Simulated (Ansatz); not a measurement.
Consider the formal hydrolysis of a C–F bond: `FC1=N[SiH2]S1` + H₂O → `OC1=N[SiH2]S1` + H–F.

Calculated with Ansatz (gas phase, PBE0-D4/def2-TZVP geometries, no zero-point term in ΔE). CBS: MP2 limit from def2 TZ/QZ plus the TZ coupled-cluster correction, frozen cores. This one scheme is used for every species. DFT in def2-TZVPP. HSE06 is defined as in plane-wave codes. Each species was taken in one conformer, which may not be the lowest.

Is it downhill or uphill in electronic energy at CCSD(T)/CBS, and by how much? (An estimate is asked.)

Ansatz gave: Downhill: ΔE = -35.0 kJ/mol.

What do these levels give: BLYP, r2SCAN0, HSE06, LC-ωPBE, MP2/def2-SVP, HF/CBS(def2)? (Best estimate.)

Computed: BLYP -24.1, r2SCAN0 -33.3, HSE06 -33.1, LC-ωPBE -31.8, MP2/def2-SVP -42.8, HF/CBS(def2) -31.1 kJ/mol.

Largest T1 diagnostic among the species: 0.015.

From BLYP to BHLYP (50 % exact exchange), in def2-TZVPP and without D4, ΔE moves by −7.4 kJ/mol. Leaving LDA and LC-ωPBE aside and taking each functional with its dispersion term where it has one, the values, not all of them listed here, spread over 9.1 kJ/mol, from PBE-QIDH to B97M-V. LDA lies −6.7 kJ/mol from PBE without D4.
